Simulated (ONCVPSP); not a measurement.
# Sr: excitation energies, all-electron against ONCV

- Element: strontium
- Generator: ONCVPSP 4.0.1
- Type: optimised norm-conserving Vanderbilt (ONCV)
- Functional: PBEsol
- Relativity: fully relativistic
- Frozen core: [Ar] 3d10 4s2
- Valence charge: 8
- Reference configuration: 4p6 5s2
- Partial waves: 5s: rc 3.15 bohr, ncon 4, nbas 8, qcut 1.7 1/bohr, 2 projectors, debl 0.9 Ha; 4p: rc 1.90 bohr, ncon 5, nbas 8, qcut 8.2 1/bohr, 2 projectors, debl 0.6 Ha; d scattering state at 0.03 Ha: rc 3.30 bohr, ncon 3, nbas 6, qcut 3 1/bohr, 2 projectors, debl 1.9 Ha
- Local potential: polynomial inside 1.45 bohr (lpopt 5, dvloc0 0 Ha)
- Core correction: none

Open shells are filled in proportion to 2j + 1.

In the p channel the program set the typed energies aside and used -0.824, 0.250 Ha (j = l + 1/2; the other j can differ). In the d channel the program set the typed energies aside and used -0.047, 1.853 Ha (j = l + 1/2; the other j can differ).

Energies are relative to the spin-unpolarised reference configuration 4p6 5s2; without spin polarisation the order of configurations can differ from experiment.

Give the all-electron excitation energy and the error of the potential for: 4p6 5s1; 4p6 5s0; 4p6 5s1.5; 4p6 5s0 5p1.

```tsv
valence configuration	charge	ΔE all-electron (eV)	error AE − PS (meV)
4p6 5s1	+1	5.896	+1.3
4p6 5s0	+2	16.790	+27
4p6 5s1.5	+0.5	2.346	+0.1
4p6 5s0 5p1	+1	8.818	+5.9
```

Levels in the configuration 4p6 5s0:

```tsv
level	all-electron (eV)	pseudo (eV)
4p j=3/2	-36.115	-35.935
4p j=1/2	-37.305	-37.119
```

These tests converged, but a pseudo level misses the all-electron one widely, so the file describes the atom poorly there or has found another state: 4p6 5s0 5p1: empty 5s by 4.5 eV.

Note: ghosts flagged at negative energy: s at -53.3 eV; GHOST(+) flagged for d5/2 at 221.7 eV, d3/2 at 224.2 eV. A true bound ghost makes a file unfit for plane-wave use.
